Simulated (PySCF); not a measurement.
SbCl2, SMILES [Cl][Sb+][Cl] (connectivity only; charge and spin as stated), charge +1, multiplicity 1. Atoms are numbered in the order given.

```xyz
3

Sb     0.0000     0.0000     0.5789
Cl     0.0000     1.7057    -0.8684
Cl     0.0000    -1.7057    -0.8684
```
Charge +1, spin multiplicity 1.

Geometry optimised at ωB97X-D3(BJ)/def2-TZVP. The multiplicity is an assumed one; other spin states were not compared. The isomer is the one that the SMILES or the coordinates give; other isomers of the formula were not compared. The def2 effective core potentials stand for the cores of Sb; spin–orbit coupling is left out.

All values below come from TDDFT-PBE0/def2-SVPD (PySCF).

Vertical excitations. The molecule is in vacuum. State labels are in the subgroup C2v.

Computed UV-visible absorptions:
```csv
state,symmetry,energy (eV),λ (nm),f,main pairs
S1,A2,3.39,365,0.000,HOMO−1→LUMO 100 %
S2,B1,3.43,362,0.007,HOMO→LUMO 99 %
S3,B2,4.35,285,0.044,HOMO−2→LUMO 93 %
S4,B1,5.01,247,0.010,HOMO−4→LUMO 99 %
S5,A1,5.29,234,0.019,HOMO−3→LUMO 93 %
S6,A2,5.97,208,0.000,HOMO−5→LUMO 100 %
S7,B2,6.51,191,0.006,"HOMO−1→LUMO+2 56 %, HOMO→LUMO+1 42 %"
S8,A1,6.53,190,0.007,HOMO−1→LUMO+1 97 %
S9,A1,6.78,183,0.073,HOMO→LUMO+2 93 %
S10,B1,6.84,181,0.007,HOMO−2→LUMO+1 99 %
T1,B1,2.71,458,0,HOMO→LUMO 97 %
T2,A2,3.21,387,0,HOMO−1→LUMO 100 %
T3,B2,3.35,370,0,HOMO−2→LUMO 99 %
T4,A1,4.01,309,0,HOMO−3→LUMO 99 %
```
Triplets are in the Tamm–Dancoff approximation, which puts them higher than full response would, so one can lie above its singlet here.
